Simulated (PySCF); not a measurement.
Cd(Et) (C2H5Cd), SMILES C[CH2][Cd] (connectivity only; charge and spin as stated), neutral, multiplicity 2.

Geometry: B3LYP-D3(BJ)/def2-TZVP. The multiplicity is an assumed one; other spin states were not compared. The isomer is the one that the SMILES or the coordinates give; other isomers of the formula were not compared. The def2 effective core potentials stand for the cores of Cd; spin–orbit coupling is left out.

The numbers are results of ωB97X/def2-TZVPD in PySCF, not measurements.

Gas-phase values at a fixed geometry.

Question: Estimate the frontier levels, dipole moment and polarisability. (Estimate from the structure and the level; the computed values follow.)

Answer: 
```yaml
"α spin, highest occupied and lowest empty level": -6.91 and 1.13 eV
"β spin, highest occupied and lowest empty level": -8.60 and -0.57 eV
dipole_moment: 1.00 D
quadrupole, principal values (traceless, Buckingham form, about the centre of nuclear charge): -2.02, 0.75, 1.27 D·Å
mean_static_polarisability: 87.2 bohr³ (12.92 Å³)
polarisability_principal_values: 69.5, 72.8, 119.3 bohr³
"⟨S²⟩": 0.768 (pure state 0.75)
```
